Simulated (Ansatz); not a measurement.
Cartesian coordinates (Å):
SMILES: B[C@@H]1[C@@H]2CC[C@H]1[C@@H](C=O)C2
```xyz
23

B     -1.6281     2.1308     0.3603
C     -0.4529     1.2575    -0.1620
C     -0.7021     0.0671    -1.1101
C     -1.3115    -0.9589    -0.1399
C     -0.5596    -0.6821     1.1896
C      0.4155     0.4451     0.8133
C      1.5018    -0.1212    -0.1413
C      2.2135    -1.3138     0.4334
O      2.1774    -2.4302    -0.0124
C      0.7250    -0.3830    -1.4503
H     -1.5975     2.6247     1.4666
H     -2.5524     2.4089    -0.3717
H      0.1483     2.0481    -0.6760
H     -1.3290     0.2764    -1.9883
H     -2.3956    -0.7985    -0.0278
H     -1.1709    -1.9902    -0.4964
H     -1.2474    -0.3301     1.9747
H     -0.0559    -1.5753     1.5884
H      0.8215     0.9947     1.6745
H      2.2746     0.6579    -0.2737
H      2.8028    -1.0938     1.3635
H      1.1409     0.2098    -2.2788
H      0.7818    -1.4438    -1.7357
```
Charge 0, multiplicity 1.

These are frozen-core CCSD(T)/cc-pVDZ // PBE0-D4/def2-SVP in Ansatz (a first-principles code) values and carry that method's errors.

- HF energy: -410.05370 Ha
- MP2 correlation energy: -1.36780 Ha

Problem. Estimate the CCSD correlation energy, the (T) correction, the total energy and the T1 diagnostic.

Solution. 
The CCSD correlation energy is -1.45724 Ha and the (T) correction is -0.05177 Ha. The CCSD(T) total energy is -411.56271 Ha. The T1 diagnostic comes out as 0.012.
